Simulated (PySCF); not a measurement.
**2-ethylpyridine (CCc1ccccn1, C₇H₉N)**

Geometry:
```
atom   x (Å)   y (Å)   z (Å)
  C1  -2.557  -0.686   0.444
  C2  -1.658  -0.219  -0.694
  C3  -0.227  -0.051  -0.262
  C4   0.424   1.187  -0.324
  C5   1.746   1.281   0.101
  C6   2.380   0.138   0.576
  C7   1.649  -1.050   0.602
  N8   0.388  -1.145   0.198
  H9  -3.586  -0.859   0.095
 H10  -2.168  -1.623   0.867
 H11  -2.593   0.060   1.254
 H12  -1.679  -0.967  -1.505
 H13  -2.029   0.726  -1.122
 H14  -0.106   2.064  -0.703
 H15   2.274   2.238   0.061
 H16   3.416   0.160   0.921
 H17   2.114  -1.973   0.969
```

Level of theory: quadratic response CAM-B3LYP/aug-cc-pVDZ first hyperpolarisability, Taylor convention, gas phase in PySCF 2.14.0. Geometry: PBE0-D3(BJ)/def2-SVP.

(1) Give the tensor of the second harmonic β(−2ω;ω,ω) at 1907 nm in the axes of these coordinates.

## Answers

(1) In au, Taylor convention; rows are the first index (the induced dipole):
```tsv
	xx	yy	zz	xy	xz	yz
x	-72.0	+12.4	-13.4	+9.1	-9.0	+4.2
y	+9.1	-2.5	-13.2	+11.7	+4.3	+2.8
z	-9.0	+2.9	-14.7	+4.3	-13.4	-13.2
```
Norm of βᵢ = ⅓ Σⱼ (βᵢⱼⱼ + βⱼᵢⱼ + βⱼⱼᵢ): 76.7 au, hyper-Rayleigh value 34.1 au.
